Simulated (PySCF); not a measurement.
# [Dy(NH2)4]− at several levels of theory

Computed with PySCF 2.14.0 (density fitting, no spin-orbit coupling) at the geometry relaxed with PBE:

```xyz
13
[Dy(NH2)4]− (singlet in the valence; each metal's 4f electrons, 9 of them, lie in its core potential, out of spins and levels)
Dy   -0.0001    0.0000    0.0000
N     1.3656    1.3378    1.2035
H     2.2404    1.0011    1.6337
H     1.3386    2.3472    1.4028
N    -1.3660   -1.2033    1.3378
H    -1.3388   -1.4028    2.3473
H    -2.2396   -1.6347    1.0008
N     1.3656   -1.3378   -1.2035
H     1.3386   -2.3472   -1.4028
H     2.2404   -1.0011   -1.6337
N    -1.3660    1.2033   -1.3378
H    -2.2396    1.6347   -1.0008
H    -1.3388    1.4028   -2.3473
```

```json
{"level": "PBE", "basis": "Dy lcecp-1-SVP with ECP55, N def2-SVP, H def2-SVP", "state": "singlet", "HOMO (eV)": "0.24", "gap (eV)": "3.14", "charge on Dy1 (e)": "0.37", "population of f-type functions on Dy1 (polarisation alone where 4f lies in the core)": "0.05", "dipole about the centre of mass (D)": "0.00", "largest force component (eV/Å)": "0.01"}
{"level": "M06-L", "basis": "the same", "state": "singlet", "HOMO (eV)": "0.10", "gap (eV)": "4.26", "charge on Dy1 (e)": "0.78", "population of f-type functions on Dy1 (polarisation alone where 4f lies in the core)": "0.05", "dipole about the centre of mass (D)": "0.00", "largest force component (eV/Å)": "0.41"}
{"level": "r2SCAN", "basis": "the same", "state": "singlet", "HOMO (eV)": "-0.05", "gap (eV)": "3.94", "charge on Dy1 (e)": "0.59", "population of f-type functions on Dy1 (polarisation alone where 4f lies in the core)": "0.05", "dipole about the centre of mass (D)": "0.00", "largest force component (eV/Å)": "0.31"}
{"level": "wB97X", "basis": "the same", "state": "singlet", "HOMO (eV)": "-3.65", "gap (eV)": "9.13", "charge on Dy1 (e)": "0.60", "population of f-type functions on Dy1 (polarisation alone where 4f lies in the core)": "0.06", "dipole about the centre of mass (D)": "0.00", "largest force component (eV/Å)": "0.42"}
{"level": "PBE", "basis": "Dy lcecp-1-TZVP with ECP55, N def2-TZVP, H def2-TZVP", "state": "singlet", "HOMO (eV)": "-0.10", "gap (eV)": "3.24", "charge on Dy1 (e)": "1.28", "population of f-type functions on Dy1 (polarisation alone where 4f lies in the core)": "0.05", "dipole about the centre of mass (D)": "0.00", "largest force component (eV/Å)": "0.35"}
```

In the lcecp rows the 4f levels are missing from HOMO and gap, and the state counts the valence alone.

Charges are Mulliken's, which hang on the basis. The relaxation used the grid (50, 194), these runs (75, 302) or, all-electron (x2c bases, spin-free X2C Hamiltonian), (99, 590).

**Question.** What does PBE0 with Dy lcecp-1-SVP with ECP55, N def2-SVP, H def2-SVP give here?

**Answer.** state singlet, HOMO (eV) -1.14, gap (eV) 5.14, charge on Dy1 (e) 0.63, population of f-type functions on Dy1 (polarisation alone where 4f lies in the core) 0.05, dipole about the centre of mass (D) 0.00, largest force component (eV/Å) 0.41. Time: 8.8 s on 2 threads of Arm Neoverse V1 (shared host), from an already converged density.

In the first row's basis the gap widens with exact exchange: 3.1 to 4.3 eV for PBE, r2SCAN, M06-L (none); 5.1 eV for PBE0 (a fixed share); 9.1 eV for wB97X (rising or full at long range).

An lcecp potential fixes the number of 4f electrons, so in runs with it no electron can move into or out of that shell.

The highest filled level of some runs lies above zero, as often for anions with such functionals and bases.
